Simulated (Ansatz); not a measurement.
`[SiH3][CH](S)[SbH2]` → `S[CH2][SbH2]` + `[SiH2]` at 600 K and 1 bar (silylene formation by 1,1-elimination).

Gas-phase electronic energies from Ansatz, PBE0-D4/def2-TZVP geometries. CCSD(T)/CBS adds triple-zeta CCSD(T) − MP2 to the extrapolated MP2 energy (def2 sets, frozen cores). This one scheme is used for every species. Elements past krypton have def2 core potentials. For Sb outer-core shells are correlated without core-valence functions, which leaves a few kJ/mol of doubt a bond. Each species was taken in one conformer, which may not be the lowest.

| species | CCSD(T)/CBS energy (Eh) | H − E (kJ/mol) | S (J/(mol·K)) |
| --- | --- | --- | --- |
| `[SiH3][CH](S)[SbH2]` | -969.10537 | 240.1 | 480.5 |
| `S[CH2][SbH2]` | -678.82327 | 180.2 | 404.1 |
| `[SiH2]` | -290.19011 | 52.1 | 233.9 |

H − E and S are ideal-gas, rigid-rotor, harmonic terms from PBE0-D4/def2-TZVP, for one conformer and one mirror image of each species. 1 Eh = 2625.50 kJ/mol, R = 8.31446 J/(mol·K).

Task: By hand: ΔE, ΔH, ΔS and ΔG.

Result: ΔE = (-678.82327) + (-290.19011) − (-969.10537) = 0.09199 Eh = 241.5 kJ/mol. Δ(H − E) = 180.2 + 52.1 − 240.1 = -7.8, so ΔH = 233.7 kJ/mol. ΔS = 404.1 + 233.9 − 480.5 = 157.5 J/(mol·K). ΔG = 233.7 − 600 × (157.5)/1000 = 139.2 kJ/mol.

Task: By hand: the equilibrium constant, and the temperature at which ΔG would vanish if ΔH and ΔS stayed fixed.

Result: log₁₀ K = −ΔG/(RT ln 10) = -12.1. ΔG = 0 at ΔH/ΔS = 1484 K.

The number of gas molecules changes by +1, which sets the sign of ΔS. A doubt of 5 kJ/mol in ΔE shifts log₁₀ K by 0.4 here. Other conformers and mirror images would add mixing entropy, several J/(mol·K) or more a flexible species. These are equilibria of isolated gas molecules and say nothing of rates. Largest T1 diagnostic: 0.014 (customary marks: 0.02 for closed shells, 0.045 for open ones).
